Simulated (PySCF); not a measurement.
C5H5Cl, SMILES C=CC=C=CCl.

The structure is a stationary point at PBE0-D3(BJ)/def2-SVP. The structure was generated by enumeration, and PubChem lists no compound with its InChIKey, so it may never have been made. The values are those of a single conformer.

Computed with PBE0-D3(BJ)/def2-SVP (PySCF).

Frequencies are harmonic and unscaled.

Computed normal modes with their intensities:
| mode | ν (cm⁻¹) | IR (km/mol) | Raman (Å⁴/amu) | depolarisation | moving atoms (share of kinetic energy) |
|---|---|---|---|---|---|
| 1 | 83 | 0.4 | 7.7 | 0.71 | C 60 %, Cl 27 %, H 13 % |
| 2 | 126 | 0.5 | 5.5 | 0.71 | C 61 %, H 34 % |
| 3 | 198 | 0.2 | 1.3 | 0.59 | C 66 %, H 20 %, Cl 14 % |
| 4 | 272 | 1.1 | 9.5 | 0.68 | C 60 %, H 30 %, Cl 10 % |
| 5 | 381 | 3.6 | 12.5 | 0.37 | C 66 %, H 30 % |
| 6 | 485 | 15.4 | 11.7 | 0.28 | C 72 %, Cl 16 %, H 12 % |
| 7 | 582 | 8.1 | 0.5 | 0.52 | C 80 %, H 16 % |
| 8 | 655 | 11.4 | 5.2 | 0.75 | H 68 %, C 31 % |
| 9 | 781 | 80.1 | 17.9 | 0.21 | C 72 %, Cl 18 %, H 10 % |
| 10 | 792 | 21.7 | 4.0 | 0.65 | H 60 %, C 39 % |
| 11 | 907 | 5.0 | 6.5 | 0.74 | H 74 %, C 26 % |
| 12 | 926 | 13.6 | 1.4 | 0.58 | H 59 %, C 41 % |
| 13 | 947 | 47.2 | 7.7 | 0.75 | H 70 %, C 30 % |
| 14 | 1033 | 17.6 | 1.5 | 0.73 | H 90 %, C 10 % |
| 15 | 1115 | 2.2 | 25.3 | 0.35 | H 61 %, C 39 % |
| 16 | 1192 | 0.7 | 102.9 | 0.41 | H 52 %, C 48 % |
| 17 | 1236 | 44.9 | 2.2 | 0.44 | H 85 %, C 15 % |
| 18 | 1297 | 2.1 | 12.5 | 0.30 | H 74 %, C 26 % |
| 19 | 1371 | 25.8 | 35.9 | 0.52 | H 55 %, C 45 % |
| 20 | 1463 | 2.3 | 41.8 | 0.35 | H 53 %, C 47 % |
| 21 | 1715 | 4.9 | 302.6 | 0.27 | C 87 %, H 13 % |
| 22 | 2075 | 15.0 | 187.8 | 0.36 | C 99 % |
| 23 | 3146 | 1.3 | 123.6 | 0.24 | H 92 %, C 8 % |
| 24 | 3167 | 3.0 | 100.9 | 0.11 | H 95 % |
| 25 | 3196 | 3.9 | 69.5 | 0.26 | H 91 %, C 9 % |
| 26 | 3209 | 3.0 | 219.2 | 0.25 | H 91 %, C 9 % |
| 27 | 3274 | 3.0 | 111.5 | 0.64 | H 89 %, C 11 % |
